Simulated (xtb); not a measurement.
C$_{4}$H$_{9}$LiO, charge +1, doublet, from a rough starting geometry (GFN-xTB shapes and energies of metal compounds can be far from the true ones) (a state made from the parent by changing its charge; the spin is typed, not shown lowest); GFN2-xTB run with xtb.

Input for xtb:
```
$ xtb mol.xyz --gfn 2 --chrg 1 --uhf 1 --opt vtight --json

# file mol.xyz
15

Li     1.12207252     2.08664760     2.04505513
O      0.56960969     1.05606859     1.08469234
C      0.02817114     0.10806100     0.16121944
C      1.04656774    -0.98936501    -0.10244731
C     -1.25336974    -0.54059710     0.63137551
C     -0.26188819     0.85381653    -1.15482610
H      0.78058174    -1.65100592    -0.81461743
H      1.29016238    -1.47087811     0.87365183
H      2.03757257    -0.51570437    -0.43702843
H     -1.10084881    -0.99557609     1.55491971
H     -1.57156687    -1.19724899    -0.13801109
H     -1.98738241     0.21799872     0.76232991
H      0.69670206     1.37021054    -1.56794568
H     -0.93048396     1.59847181    -1.00684313
H     -0.53648060     0.19035724    -1.95540742
```

Problem. Write the output that xtb gives for this input, abridged.

Solution. 
```
   ID    Z sym.   atoms
    1    3 Li     1
    2    8 O      2
    3    6 C      3-6
    4    1 H      7-15

           -------------------------------------------------
          |                Calculation Setup                |
           -------------------------------------------------

           -------------------------------------------------
          |                 G F N 2 - x T B                 |
           -------------------------------------------------

          ...................................................
          :                      SETUP                      :
          :.................................................:
          :  # basis functions                  33          :
          :  # atomic orbitals                  33          :
          :  # shells                           21          :
          :  # electrons                        31          :
          :  max. iterations                   250          :
          :  Hamiltonian                  GFN2-xTB          :
          :  restarted?                      false          :
          :  GBSA solvation                  false          :
          :  PC potential                    false          :
          :  electronic temp.          300.0000000     K    :
          :  accuracy                    1.0000000          :
          :  -> integral cutoff          0.2500000E+02      :
          :  -> integral neglect         0.1000000E-07      :
          :  -> SCF convergence          0.1000000E-05 Eh   :
          :  -> wf. convergence          0.1000000E-03 e    :
          :  Broyden damping             0.4000000          :
          :  net charge                          1          :
          :  unpaired electrons                  1          :
          ...................................................

 iter      E             dE          RMSdq      gap      omega  full diag
   1    -17.2516945 -0.172517E+02  0.324E+00    4.48       0.0  T
   2    -17.2814126 -0.297182E-01  0.184E+00    5.36       1.0  T
   3    -17.2773572  0.405548E-02  0.156E+00    5.26       1.0  T
   4    -17.2900898 -0.127327E-01  0.426E-01    5.43       1.0  T
   5    -17.2904901 -0.400305E-03  0.371E-01    5.45       1.0  T
   6    -17.2912611 -0.771029E-03  0.173E-01    5.45       1.0  T
   7    -17.2913173 -0.561277E-04  0.693E-02    5.47       1.0  T
   8    -17.2913409 -0.236191E-04  0.786E-03    5.48       3.3  T
   9    -17.2913418 -0.867812E-06  0.532E-03    5.48       4.8  T
  10    -17.2913418 -0.462198E-07  0.304E-03    5.48       8.5  T
  11    -17.2913418 -0.186632E-07  0.584E-04    5.48      44.2  T
  12    -17.2913418 -0.179977E-08  0.209E-04    5.48     123.4  T

   *** convergence criteria satisfied after 12 iterations ***

         :::::::::::::::::::::::::::::::::::::::::::::::::::::
         ::                     SUMMARY                     ::
         :::::::::::::::::::::::::::::::::::::::::::::::::::::
         :: total energy             -17.042040315556 Eh    ::
         :: gradient norm              0.192615491064 Eh/a0 ::
         :: HOMO-LUMO gap              5.477175962185 eV    ::
         ::.................................................::
         :: SCC energy               -17.291325434661 Eh    ::
         :: -> isotropic ES            0.126136602869 Eh    ::
         :: -> anisotropic ES         -0.005481173523 Eh    ::
         :: -> anisotropic XC          0.006968084596 Eh    ::
         :: -> dispersion             -0.007302672685 Eh    ::
         :: repulsion energy           0.249285119105 Eh    ::
         :: add. restraining           0.000000000000 Eh    ::
         :: total charge               1.000000000001 e     ::
         :::::::::::::::::::::::::::::::::::::::::::::::::::::

      -----------------------------------------------------------
     |                   =====================                   |
     |                        A N C O P T                        |
[...]
 * total energy  :   -17.0716040 Eh     change       -0.6659354E-06 Eh
 * total energy  :   -17.0716046 Eh     change       -0.5820072E-06 Eh
 * total energy  :   -17.0716052 Eh     change       -0.6016034E-06 Eh
 * total energy  :   -17.0716061 Eh     change       -0.9332195E-06 Eh
 * total energy  :   -17.0716075 Eh     change       -0.1408547E-05 Eh
 * total energy  :   -17.0716095 Eh     change       -0.1937630E-05 Eh
 * total energy  :   -17.0716116 Eh     change       -0.2197257E-05 Eh
 * total energy  :   -17.0716130 Eh     change       -0.1338950E-05 Eh
 * total energy  :   -17.0716134 Eh     change       -0.3962537E-06 Eh
 * total energy  :   -17.0716139 Eh     change       -0.5184046E-06 Eh
 * total energy  :   -17.0716141 Eh     change       -0.1683582E-06 Eh
 * total energy  :   -17.0716142 Eh     change       -0.9024050E-07 Eh
   *** GEOMETRY OPTIMIZATION CONVERGED AFTER 23 ITERATIONS ***
         :: total energy             -17.071614162029 Eh    ::
[...]
        24                         -0.0030071              -0.0818
        25                          0.0493837               1.3438
        26                          0.0575826               1.5669
        27                          0.0641162               1.7447
       ...                                ...                  ...
        33                          0.2542344               6.9181
      -------------------------------------------------------------
                  HL-Gap            0.1680858 Eh            4.5738 eV
             Fermi-level           -0.5258081 Eh          -14.3080 eV

     #   Z          covCN         q      C6AA      α(0)
     1   3 Li       0.713     0.705    43.975    21.925
     2   8 O        1.519    -0.437    21.692     6.282
     3   6 C        3.817     0.211    17.278     5.916
     4   6 C        3.755    -0.115    22.758     6.802
     5   6 C        3.754    -0.150    23.461     6.907
     6   6 C        3.754    -0.114    22.742     6.800
     7   1 H        0.925     0.105     1.739     2.062
     8   1 H        0.925     0.106     1.730     2.057
     9   1 H        0.925     0.098     1.801     2.099
    10   1 H        0.925     0.098     1.808     2.103
    11   1 H        0.925     0.087     1.913     2.163
    12   1 H        0.925     0.097     1.814     2.106
    13   1 H        0.925     0.098     1.799     2.098
    14   1 H        0.925     0.106     1.727     2.055
    15   1 H        0.925     0.106     1.735     2.060

 Mol. C6AA /au·bohr⁶  :       1595.108250
 Mol. C8AA /au·bohr⁸  :      42198.050122
 Mol. α(0) /au        :         73.434751

Wiberg/Mayer (AO) data.
largest (>0.10) Wiberg bond orders for each atom

 ---------------------------------------------------------------------------
     #   Z sym  total        # sym  WBO       # sym  WBO       # sym  WBO
 ---------------------------------------------------------------------------
     1   3 Li   0.555 --     2 O    0.469
     2   8 O    2.050 --     3 C    1.246     1 Li   0.469
     3   6 C    3.919 --     2 O    1.246     5 C    1.007     4 C    0.815
                             6 C    0.811
     4   6 C    3.918 --     9 H    0.976     7 H    0.972     8 H    0.955
                             3 C    0.815
     5   6 C    3.984 --     3 C    1.007    11 H    0.979    12 H    0.946
                            10 H    0.945
     6   6 C    3.916 --    13 H    0.976    15 H    0.971    14 H    0.955
                             3 C    0.811
     7   1 H    0.989 --     4 C    0.972
     8   1 H    0.988 --     4 C    0.955
     9   1 H    0.990 --     4 C    0.976
    10   1 H    0.990 --     5 C    0.945
    11   1 H    0.992 --     5 C    0.979
    12   1 H    0.990 --     5 C    0.946
    13   1 H    0.990 --     6 C    0.976
    14   1 H    0.988 --     6 C    0.955
    15   1 H    0.989 --     6 C    0.971
 ---------------------------------------------------------------------------

Topologies differ in total number of bonds
Writing topology from bond orders to xtbtopo.mol

molecular dipole:
                 x           y           z       tot (Debye)
 q only:        0.987       1.727       1.618
   full:        1.152       2.053       1.962       7.789
molecular quadrupole (traceless):
                xx          xy          yy          xz          yz          zz
 q only:       -6.473       6.348       2.937       6.733      12.852       3.536
  q+dip:       -8.207       8.392       3.768       8.669      16.595       4.439
   full:       -8.166       7.762       3.910       8.756      15.930       4.256

optimized geometry written to: xtbopt.xyz

           -------------------------------------------------
          | TOTAL ENERGY              -17.071614162029 Eh   |
          | GRADIENT NORM               0.000056702717 Eh/α |
          | HOMO-LUMO GAP               4.573846548827 eV   |
           -------------------------------------------------

normal termination of xtb
```
